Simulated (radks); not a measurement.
Coulomb parameter of the 4d shell of neutral zirconium in the model configuration [Kr] 4d3 5s1, as a second difference U = [E(n + 0.25) + E(n - 0.25) - 2 E(n)] / (0.25)^2 with all orbitals relaxed. "Bare": the charge of the atom changes with n. "Screened": the 5s shell takes up the change at fixed total charge, which measures U(4d,4d) + U(5s,5s) - 2 U(4d,5s). Method: Dirac Kohn-Sham, PBE, spin-unpolarised, spherical densities, finite nucleus; open shells are shared between the two j in proportion to 2j + 1; Fermi nuclear charge, rms radius 4.2694 fm; computed with a radial shooting solver on a logarithmic mesh with Libxc functionals.

| case | configuration | E - E(n) (eV) |
|---|---|---|
| start | [Kr] 4d3 5s1 | 0.000 |
| bare +0.25 | [Kr] 4d3.25 5s1 | -0.398 |
| bare -0.25 | [Kr] 4d2.75 5s1 | 0.787 |
| screened +0.25 | [Kr] 4d3.25 5s0.75 | 0.393 |
| screened -0.25 | [Kr] 4d2.75 5s1.25 | -0.359 |

U(bare) = 6.225 eV, U(screened by 5s) = 0.536 eV. The step up makes a negative ion, whose loosely bound charge lowers the bare value.
